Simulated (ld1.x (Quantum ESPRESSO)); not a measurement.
**Building the TM potential for Cl (Z = 17) (PBEsol, scalar-relativistic).**

Input for ld1.x (Quantum ESPRESSO) 7.5:

```
&input
   title='Cl', zed=17., rel=1, dft='PBESOL', iswitch=3,
   config='[Ne] 3s2 3p3 3d-2',
   nld=3, rlderiv=1.40, eminld=-5.0, emaxld=5.0, deld=0.02
 /
 &inputp
   pseudotype=2, tm=.true., lloc=1,
   nlcc=.false.,
   file_pseudopw='Cl.UPF', file_wfcaegen='ae.wfc', file_wfcncgen='nc.wfc', file_beta='beta', file_chi='chi'
 /
3
3S  1  0   2.00   0.00  1.10  1.10  0.0
3D  3  2  -2.00   0.30  1.15  1.15  0.0
3P  2  1   3.00   0.00  1.30  1.30  0.0
 &test
   configts(1)='3s2 3p3'
 /
```

Command:

```bash
ld1.x < Cl.in > Cl.out
```

Resulting log (shortened: banner, matrices, multipoles, cross overlaps and the repeated all-electron block are left out):

```
Program LD1 v.7.5
     --------------------------- All-electron run ----------------------------

     Cl
     scalar relativistic calculation

     atomic number is 17.00
     dft =PBESOL   lsd =0 sic =0 latt =0  beta=0.20 tr2=1.0E-14
     Exchange-correlation= PBESOL
                           (   1   4  10   8   0   0   0)
     mesh =1157 r(mesh) = 101.16842 a.u. xmin = -7.00 dx = 0.01250
     1 Ry =  13.60569312 eV, c = 137.03599908

     n l     nl                  e(Ry)          e(Ha)          e(eV)
     1 0     1S 1( 2.00)      -203.9940      -101.9970     -2775.4801
     2 0     2S 1( 2.00)       -20.5829       -10.2915      -280.0448
     2 1     2P 1( 6.00)       -16.1229        -8.0614      -219.3630
     3 0     3S 1( 2.00)        -3.2945        -1.6472       -44.8239
     3 1     3P 1( 3.00)        -2.3250        -1.1625       -31.6327

     final scf error:  1.7E-15 reached in  21 iterations

     Etot =    -918.598883 Ry,    -459.299442 Ha,  -12498.174506 eV

     Ekin =     922.692765 Ry,     461.346383 Ha,   12553.874613 eV
     Encl =   -2163.524515 Ry,   -1081.762258 Ha,  -29436.250616 eV
     Eh   =     375.382492 Ry,     187.691246 Ha,    5107.338984 eV
     Exc  =     -53.149625 Ry,     -26.574812 Ha,    -723.137487 eV

     normalization and overlap integrals

     s(1S/1S) =  1.000000  <r> =   0.0911  <r2> =    0.0112  r(max) =   0.0596
     s(2S/2S) =  1.000000  <r> =   0.4443  <r2> =    0.2346  r(max) =   0.3603
     s(2P/2P) =  1.000000  <r> =   0.4066  <r2> =    0.2059  r(max) =   0.3025
     s(3S/3S) =  1.000000  <r> =   1.4427  <r2> =    2.3914  r(max) =   1.2421
     s(3P/3P) =  1.000000  <r> =   1.6013  <r2> =    2.9926  r(max) =   1.3557

     ------------------------ End of All-electron run ------------------------

     --------------------- Generating NC pseudopotential ---------------------

      Generating local pot.: lloc=1, matching radius rcloc =   1.3000

      Wfc   3S  rcut= 1.096  Using Troullier-Martins method

      Wfc   3D  rcut= 1.152  Using Troullier-Martins method

     ------------------- End of pseudopotential generation -------------------

     Computing logarithmic derivative in   1.39872
     Message from routine run_pseudo:
     Warning: convergence not achieved
     Computing logarithmic derivative in   1.39872
     Computing the partial wave expansion
     R is outside the sphere for l=    0 j= 0.00
       no projector for channel:   1
     R is outside the sphere for l=    2 j= 0.00

     ---------------------- Testing the pseudopotential ----------------------

     Cl
     scalar relativistic calculation

     atomic number is 17.00   valence charge is  7.00
     dft =PBESOL   lsd =0 sic =0 latt =0  beta=0.20 tr2=1.0E-14
     mesh =1157 r(mesh) = 101.16842 xmin = -7.00 dx = 0.01250

     n l     nl             e AE (Ry)        e PS (Ry)    De AE-PS (Ry)
     1 0     3S   1( 2.00)       -3.29449       -3.29450        0.00001
     2 1     3P   1( 3.00)       -2.32496       -2.32496        0.00000

     eps = 1.0E-12  iter =201

     Etot =    -918.598883 Ry,    -459.299442 Ha,  -12498.174506 eV
     Etotps =   -26.934968 Ry,     -13.467484 Ha,    -366.468907 eV

     Ekin =       8.942106 Ry,       4.471053 Ha,     121.663549 eV
     Encl =     -47.418414 Ry,     -23.709207 Ha,    -645.160388 eV
     Ehrt =      14.575527 Ry,       7.287763 Ha,     198.310142 eV
     Ecxc =      -4.013201 Ry,      -2.006600 Ha,     -54.602378 eV
     Epseu=       0.979014 Ry,       0.489507 Ha,      13.320167 eV

     ---------------------- End of pseudopotential test ----------------------
```

Generation and configuration tests took about 4.5 s on one core of a shared server CPU.

Transferability test of the new file with ld1.x, input:

```
&input
   title='Cl', zed=17., rel=1, dft='PBESOL', iswitch=2,
   config='[Ne] 3s2 3p3 3d-2'
 /
 &test
   file_pseudo='Cl.UPF', nconf=8,
   configts(1)='3s2 3p3',
   configts(2)='3s2 3p5',
   configts(3)='3s2 3p4',
   configts(4)='3s2 3p2',
   configts(5)='3s1 3p5',
   configts(6)='3s1 3p6',
   configts(7)='3s2 3p1',
   configts(8)='3s2 3p4.5'
 /
```

```bash
ld1.x < Cl.test.in > Cl.test.out
```

Pseudopotential blocks of its output, shortened (energy terms left out; the distinct warnings before each block abridged to one line each):

```
     Warning: convergence not achieved
     ---------------------- Testing the pseudopotential ----------------------

     n l     nl             e AE (Ry)        e PS (Ry)    De AE-PS (Ry)
     1 0     3S   1( 2.00)       -3.29449       -3.29450        0.00001
     2 1     3P   1( 3.00)       -2.32496       -2.32496        0.00000

     eps = 2.4E-12  iter =201

     Etot =    -918.598883 Ry,    -459.299442 Ha,  -12498.174506 eV
     Etotps =   -26.934968 Ry,     -13.467484 Ha,    -366.468907 eV

     ---------------------- End of pseudopotential test ----------------------

          Warning: convergence not achieved
     ---------------------- Testing the pseudopotential ----------------------

     n l     nl             e AE (Ry)        e PS (Ry)    De AE-PS (Ry)
     1 0     3S   1( 2.00)       -1.51541       -1.51648        0.00107
     2 1     3P   1( 5.00)       -0.62925       -0.63031        0.00105

     eps = 1.8E-12  iter =201

     Etot =    -921.482478 Ry,    -460.741239 Ha,  -12537.407813 eV
     Etotps =   -29.820808 Ry,     -14.910404 Ha,    -405.732767 eV
     dEtot_ae =      -2.883595 Ry
     dEtot_ps =      -2.885840 Ry,   Delta E=       0.002246 Ry

     ---------------------- End of pseudopotential test ----------------------

          Warning: convergence not achieved
     ---------------------- Testing the pseudopotential ----------------------

     n l     nl             e AE (Ry)        e PS (Ry)    De AE-PS (Ry)
     1 0     3S   1( 2.00)       -2.35258       -2.35377        0.00119
     2 1     3P   1( 4.00)       -1.42444       -1.42568        0.00125

     eps = 1.0E-12  iter =201

     Etot =    -920.465589 Ry,    -460.232794 Ha,  -12523.572332 eV
     Etotps =   -28.802602 Ry,     -14.401301 Ha,    -391.879358 eV
     dEtot_ae =      -1.866706 Ry
     dEtot_ps =      -1.867634 Ry,   Delta E=       0.000928 Ry

     ---------------------- End of pseudopotential test ----------------------

          Warning: convergence not achieved
     ---------------------- Testing the pseudopotential ----------------------

     n l     nl             e AE (Ry)        e PS (Ry)    De AE-PS (Ry)
     1 0     3S   1( 2.00)       -4.32060       -4.31731       -0.00329
     2 1     3P   1( 2.00)       -3.31202       -3.30831       -0.00371

     eps = 7.9E-13  iter =201

     Etot =    -915.787193 Ry,    -457.893597 Ha,  -12459.919519 eV
     Etotps =   -24.124677 Ry,     -12.062339 Ha,    -328.232955 eV
     dEtot_ae =       2.811690 Ry
     dEtot_ps =       2.810291 Ry,   Delta E=       0.001399 Ry

     ---------------------- End of pseudopotential test ----------------------

          ---------------------- Testing the pseudopotential ----------------------

     n l     nl             e AE (Ry)        e PS (Ry)    De AE-PS (Ry)
     1 0     3S   1( 1.00)       -2.39960       -2.40010        0.00050
     2 1     3P   1( 5.00)       -1.46547       -1.46662        0.00115

     eps = 5.6E-15  iter =111

     Etot =    -919.534429 Ry,    -459.767215 Ha,  -12510.903260 eV
     Etotps =   -27.871800 Ry,     -13.935900 Ha,    -379.215158 eV
     dEtot_ae =      -0.935546 Ry
     dEtot_ps =      -0.936832 Ry,   Delta E=       0.001286 Ry

     ---------------------- End of pseudopotential test ----------------------

          Warning: convergence not achieved
     ---------------------- Testing the pseudopotential ----------------------

     n l     nl             e AE (Ry)        e PS (Ry)    De AE-PS (Ry)
     1 0     3S   1( 1.00)       -1.56365       -1.56410        0.00045
     2 1     3P   1( 6.00)       -0.66919       -0.67013        0.00094

     eps = 9.2E-13  iter =201

     Etot =    -920.592127 Ry,    -460.296064 Ha,  -12525.293977 eV
     Etotps =   -28.930697 Ry,     -14.465349 Ha,    -393.622186 eV
     dEtot_ae =      -1.993244 Ry
     dEtot_ps =      -1.995729 Ry,   Delta E=       0.002485 Ry

     ---------------------- End of pseudopotential test ----------------------

          Warning: convergence not achieved
     ---------------------- Testing the pseudopotential ----------------------

     n l     nl             e AE (Ry)        e PS (Ry)    De AE-PS (Ry)
     1 0     3S   1( 2.00)       -5.41617       -5.40643       -0.00974  !
     2 1     3P   1( 1.00)       -4.37186       -4.36062       -0.01124  !

     eps = 6.5E-13  iter =201

     Etot =    -911.951001 Ry,    -455.975501 Ha,  -12407.725465 eV
     Etotps =   -20.295321 Ry,     -10.147660 Ha,    -276.131908 eV
     dEtot_ae =       6.647882 Ry
     dEtot_ps =       6.639647 Ry,   Delta E=       0.008235 Ry

     ---------------------- End of pseudopotential test ----------------------

          Warning: convergence not achieved
     ---------------------- Testing the pseudopotential ----------------------

     n l     nl             e AE (Ry)        e PS (Ry)    De AE-PS (Ry)
     1 0     3S   1( 2.00)       -1.91910       -1.92034        0.00125
     2 1     3P   1( 4.50)       -1.01205       -1.01332        0.00127

     eps = 1.4E-12  iter =201

     Etot =    -921.073510 Ry,    -460.536755 Ha,  -12531.843528 eV
     Etotps =   -29.411218 Ry,     -14.705609 Ha,    -400.160000 eV
     dEtot_ae =      -2.474627 Ry
     dEtot_ps =      -2.476250 Ry,   Delta E=       0.001622 Ry

     ---------------------- End of pseudopotential test ----------------------
```
